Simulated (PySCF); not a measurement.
Computed structure and properties of [Tm(CH3)2]+

System: [Tm(CH3)2]+ (singlet in the valence; each metal's 4f electrons, 12 of them, lie in its core potential, out of spins and levels); start: displaced along the imaginary mode (C2). Method: PySCF 2.14.0, RKS PBE0, Tm lcecp-1-SVP with ECP58, C def2-SVP, H def2-SVP; non-relativistic Hamiltonian with scalar-relativistic core potentials where named; density fitting; no spin-orbit coupling.

Input of the relaxation:

```python
mol = gto.M(atom='''
Tm     0.00000    -0.00000    -0.22561
C      1.70901    -0.01722     1.21112
H      2.70867     0.21322     0.73808
H      1.51627     0.74241     2.02888
H      1.78974    -1.02607     1.72106
C     -1.70901     0.01722     1.21112
H     -2.70867    -0.21322     0.73808
H     -1.51627    -0.74241     2.02888
H     -1.78974     1.02607     1.72106''',
    basis={'Tm': 'lcecp-1-SVP', 'C': 'def2-SVP', 'H': 'def2-SVP'},
    ecp={'Tm': 'lcecp-1-SVP'},
    charge=1, spin=0)
mf = dft.RKS(mol, xc='PBE0')
mf.grids.atom_grid = (50, 194)  # f atoms: unpruned, at least (60, 302)
mf = mf.density_fit()  # fitting sets: Tm AutoAux, C def2-universal-JKFIT, H def2-universal-JKFIT
mf.conv_tol = 1e-08; mf.max_cycle = 55
mf.kernel(dm0)  # dm0: converged density of the start geometry
# quasi-Newton relaxation in Cartesian coordinates to a largest gradient under 0.00045 Eh/bohr, steps kept in the point group
```

Run from Python with OMP_NUM_THREADS=2; the lines above give its settings. Where DIIS fails, smearing, a level shift and second-order steps follow.
It took 13 s on 2 threads of Arm Neoverse V2, with other jobs on the host, from the converged density of the start.

Course of the relaxation:

```tsv
step	energy above end (eV)	largest force component within the symmetry (eV/Å)
0	0.0621	0.728
1	0.0004	0.075
2	0.0002	0.054
3	0.0000	0.025
4	0.0000	0.004
```

Relaxed geometry (C2):

```xyz
9

Tm    0.0000    0.0000   -0.2221
C     1.7103   -0.0171    1.2121
H     2.6928    0.2075    0.7565
H     1.5319    0.7234    2.0150
H     1.7959   -1.0005    1.7138
C    -1.7103    0.0171    1.2121
H    -2.6928   -0.2075    0.7565
H    -1.5319   -0.7234    2.0150
H    -1.7959    1.0005    1.7138
```

| contact | Å |
| --- | --- |
| Tm1–C2 (CH3) | 2.232 |
| Tm1–C6 (CH3) | 2.232 |

On the finer grid (75, 302):

```
HOMO                                                          : -11.78 eV
LUMO                                                          : -7.23 eV
Dipole about the centre of mass                               : 3.44 D
Set of Mulliken populations of Tm1 outside the core potential : s 2.54, p 6.15, d 1.08, f 0.02
D3(BJ) dispersion energy (not in the energies)                : -0.125 eV
```

```tsv
atom	Mulliken (e)	Löwdin (e)	spin (e)
Tm1	1.22	1.11	0.00
C2	-0.51	-0.31	0.00
H3	0.13	0.08	0.00
H4	0.14	0.09	0.00
H5	0.14	0.09	0.00
C6	-0.51	-0.31	0.00
H7	0.13	0.08	0.00
H8	0.14	0.09	0.00
H9	0.14	0.09	0.00
```

The 4f levels lie in the core potential and are missing. Their spin isn't counted.

On the grid (50, 194), as all that follows. Harmonic modes: a minimum within the noise of the softest modes; lowest 49 cm⁻¹ (negative: unstable), highest 3122 cm⁻¹, zero-point energy 1.812 eV.

Taking off one CH3 (charge -1, singlet; the rest: singlet) in vacuum, both parts rigid, costs 16.07 eV; the small basis without counterpoise inflates it. Most of it is the attraction of opposite charges; other ways to part are cheaper, and one spin state was tried for the rest.

Rigid scan of CH3 along the line from its metal:

(distance to C2 (Å), energy (eV)): (1.93, 0.807), (2.03, 0.312), (2.13, 0.068), (2.23, 0.000), (2.33, 0.053), (2.43, 0.186), (2.63, 0.591), (2.93, 1.313), (3.33, 2.218), (3.83, 3.101)

One start shape was tried, so this needn't be the lowest isomer.

An lcecp potential fixes the number of 4f electrons, so in runs with it no electron can move into or out of that shell.
